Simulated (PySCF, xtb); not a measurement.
C6H6, SMILES CC#CC=C=C.

GFN2-xTB in xtb at its own geometry gives an orbital gap of 4.17 eV and a dipole moment of 0.41 D.

The structure is a stationary point at PBE-D3(BJ)/def2-SVP.

Q: What does PBE0/def2-TZVP in PySCF give? (The exact figures need the calculation; the answer reports its results.)

A: gap 5.92 eV (levels -6.56 and -0.64 eV), dipole 0.51 D.
